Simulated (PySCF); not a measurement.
Potential energy of KP⁺ along the bond

Set-up: K aug-pcseg-1, P aug-pcseg-1; no relativity (PySCF 2.14). Energies in eV from K⁺ + P in their ground configurations at the same level. All curves are PBE0. state 1: ⁴Σ⁻ (quartet), unpaired electrons σ ↑, π ↑↑; state 2: Ms = 0.5 determinant of mixed spin (⟨S²⟩ near 1.8), unpaired electrons σ ↓, π ↑↑, a second solution, started from another occupation; state 3: Ms = 0.5 determinant of mixed spin (⟨S²⟩ near 1.8), unpaired electrons σ ↑, π ↑↓, a mixture of terms (⟨Lz²⟩ = 2.0), a second solution, started from another occupation; state 4: ²Π (doublet), unpaired electrons π ↑, a second solution, started from another occupation.

```tsv
R (Å)	state 1	state 2	state 3	state 4
3.087	-0.0627	0.6428	0.6494	1.4962
3.230	-0.1109	0.5899	0.5989	1.4333
3.374	-0.1346	0.5621	0.5731	1.4098
3.481	-0.1418	0.5522	0.5645	1.4092
3.589	-0.1431	0.5487	0.5619	1.4183
3.697	-0.1405	0.5498	0.5636	1.4342
3.840	-0.1331	0.5559	0.5701	1.4617
4.020	-0.1206	0.5679	0.5819	1.5016
4.235	-0.1043	0.5847	0.5979	1.5514
4.522	-0.0837	0.6070	0.6185	1.6143
```

Put a parabola through the three lowest points of the state 1 curve and estimate Re, k and ωe (reduced mass 17.26 u; 1 eV/Å² = 0.16022 mdyn/Å; ωe = 1302.8·√(k/μ) cm⁻¹).

Through R = 3.481, 3.589, 3.697 Å the second-order coefficient is 0.167 eV/Å², so Re ≈ 3.571 Å, k ≈ 0.0536 mdyn/Å and ωe ≈ 73 cm⁻¹. A polynomial fit of higher order to the unrounded PBE0 energies gives Re = 3.565 Å, k = 0.0598 mdyn/Å, ωe = 76.7 cm⁻¹; anharmonicity and rounding make the difference.

The higher-order fit for each curve: state 1: Re = 3.565 Å, ωe = 76.7 cm⁻¹, De = 0.143 eV; state 2: Re = 3.611 Å, ωe = 75.4 cm⁻¹, minimum 0.55 eV above the ground-state fragments; state 3: Re = 3.593 Å, ωe = 74.9 cm⁻¹, minimum 0.56 eV above the ground-state fragments; state 4: Re = 3.432 Å, ωe = 125 cm⁻¹, minimum 1.41 eV above the ground-state fragments.

The bond is weak. Basis-set superposition, not corrected here, can be much of De in a small basis, most of all at correlated wavefunction levels. For an ion De counts to the pair picked by the measured ionisation energies or electron affinities, which need not be the lowest pair at this level. The state was picked by a PBE0 search and need not be the measured ground state.
